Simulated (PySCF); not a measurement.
Isomers of C3H8FNSi, mass 105.041 u with the commonest isotopes. Level of theory: PBE0/def2-SVPD in PySCF (dipole) on a GFN2-xTB geometry, gas phase. One conformer each, none proved a minimum here; rigid rotors.

Task: Order these by rotational constant B, smallest first.
A. `[F:1][CH2:2][CH2:3]/[CH:4]=[N:5]/[SiH3:6]` with F1–C2–C3–C4 180°, C2–C3–C4–N5 1°
B. `[CH2:1]=[C:2]([CH2:3][F:4])[SiH2:5][NH2:6]` with C1–C2–C3–F4 -151°, C1–C2–Si5–N6 -6°, C2–Si5–N6–H 72° and -67°
C. `[NH2:1][Si@@H:2]1[CH2:3][CH2:4][C@@H:5]1[F:6]` with H–N1–Si2–C3 40° and 178°

Result: A (1010 MHz), B (1857 MHz), C (2601 MHz).

Task: Order these by rotational constant A, largest first.
A. `[F:1][CH2:2][CH2:3]/[CH:4]=[N:5]/[SiH3:6]` with F1–C2–C3–C4 180°, C2–C3–C4–N5 1°
B. `[NH2:1][Si@@H:2]1[CH2:3][CH2:4][C@@H:5]1[F:6]` with H–N1–Si2–C3 40° and 178°
C. `[CH2:1]=[C:2]([CH2:3][F:4])[SiH2:5][NH2:6]` with C1–C2–C3–F4 -151°, C1–C2–Si5–N6 -6°, C2–Si5–N6–H 72° and -67°

Result: A (9617 MHz), C (4455 MHz), B (3674 MHz).

Task: Order these by out-of-plane moment Σ m c² = (Ia + Ib − Ic)/2, largest first.
A. `[CH2:1]=[C:2]([CH2:3][F:4])[SiH2:5][NH2:6]` with C1–C2–C3–F4 -151°, C1–C2–Si5–N6 -6°, C2–Si5–N6–H 72° and -67°
B. `[F:1][CH2:2][CH2:3]/[CH:4]=[N:5]/[SiH3:6]` with F1–C2–C3–C4 180°, C2–C3–C4–N5 1°
C. `[NH2:1][Si@@H:2]1[CH2:3][CH2:4][C@@H:5]1[F:6]` with H–N1–Si2–C3 40° and 178°

Result: C (28.66 u·Å²), A (8.34 u·Å²), B (6.18 u·Å²).

| SMILES | point group | Ia (u·Å²) | Ib (u·Å²) | Ic (u·Å²) | κ | μa (D) | μb (D) | μc (D) |
| --- | --- | --- | --- | --- | --- | --- | --- | --- |
| N[Si@@H]1CC[C@@H]1F | C1 | 137.55 | 194.32 | 274.56 | -0.17 | 0.85 | 0.61 | 0.10 |
| FCC/C=N/[SiH3] | – | 52.55 | 500.18 | 540.37 | -0.98 | 1.41 | 1.59 | 0.02 |
| C=C(CF)[SiH2]N | C1 | 113.44 | 272.18 | 368.94 | -0.68 | 0.67 | 2.61 | 0.46 |
